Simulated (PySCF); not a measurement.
## Deuteron quadrupole couplings in `C=C(C)[SiH2][Si@H]([SiH3])P`

Compound: C3H13PSi3.
Structure used (GFN2-xTB), in Å, numbered top down from 1:
```
atom  x, y, z in Å
C1     1.5915   -1.2958    0.6481
C2     1.8096   -0.1472    0.0228
C3     3.1575    0.1879   -0.5359
Si4    0.4603    1.1601   -0.2066
Si5   -1.6248    0.3009    0.4165
Si6   -2.3488   -1.7061   -0.5372
P7    -3.2549    1.8086    0.0485
H8     0.6274   -1.5524    1.0582
H9     2.3701   -2.0331    0.7817
H10    3.5328    1.1031   -0.0810
H11    3.8751   -0.6116   -0.3614
H12    3.0828    0.3649   -1.6075
H13    0.4874    1.5704   -1.6245
H14    0.8920    2.3642    0.5291
H15   -1.6885    0.2007    1.8927
H16   -3.3583   -1.5167   -1.5817
H17   -1.2124   -2.3927   -1.1590
H18   -2.9144   -2.6410    0.4379
H19   -3.0019    1.9293   -1.3031
H20   -2.4876    2.9172    0.3398
```

Level: PBE0/pcSseg-1 (PySCF, non-relativistic); Q(2H) = 0.00286 b; rigid geometry, the same for H and D, with no vibrational averaging.

**Question.** Rank these positions by the coupling χzz of a deuteron there, largest first.
A. H10 (methyl hydrogen)
B. H15 (Si–H hydrogen)
C. H20 (P–H hydrogen)
D. H18 (Si–H hydrogen)
E. H9 (vinylic hydrogen)

**Answer.** E (222 kHz), A (210 kHz), C (147 kHz), D (110 kHz), B (104 kHz).

**Question.** What are Vzz, η and χzz (234.96 MHz × Q × Vzz) at all hydrogens?

**Answer.** 
```
atom  bonded to  bond length (Å)  Vzz (au)     η  χzz (kHz)
  H8         C1            1.079    0.3349  0.07        225
  H9         C1            1.081    0.3300  0.06        222
 H10         C3            1.089    0.3120  0.03        210
 H11         C3            1.088    0.3129  0.03        210
 H12         C3            1.089    0.3120  0.03        210
 H13        Si4            1.476    0.1552  0.03        104
 H14        Si4            1.476    0.1561  0.03        105
 H15        Si5            1.481    0.1546  0.01        104
 H16        Si6            1.465    0.1636  0.01        110
 H17        Si6            1.466    0.1623  0.00        109
 H18        Si6            1.465    0.1643  0.01        110
 H19         P7            1.380    0.2180  0.07        147
 H20         P7            1.379    0.2195  0.06        147
```

**Question.** Average by the element that carries the hydrogen.

**Answer.** on C: 215 kHz over 5 positions, mean bond length 1.085 Å; on Si: 107 kHz over 6 positions, mean bond length 1.471 Å; on P: 147 kHz over 2 positions, mean bond length 1.380 Å.

**Question.** Give the 2H NMR doublet splittings at H9 for a magnetic field along the z, y and x axes of the gradient: 3χ/2, 3χ(1 + η)/4, 3χ(1 − η)/4.

**Answer.** With |χ| = 221.8 kHz and η = 0.055: 333, 176 and 157 kHz, to first order and without motion.

Geometry: GFN2-xTB, one conformer, isolated molecule. GFN2-xTB frequencies show an imaginary mode (31i cm⁻¹), so this geometry is no minimum at that level. GFN2-xTB bond lengths can be off by several hundredths of an ångström, more for odd bonds, and the gradients follow them. A larger basis could move these couplings by a tenth or more.
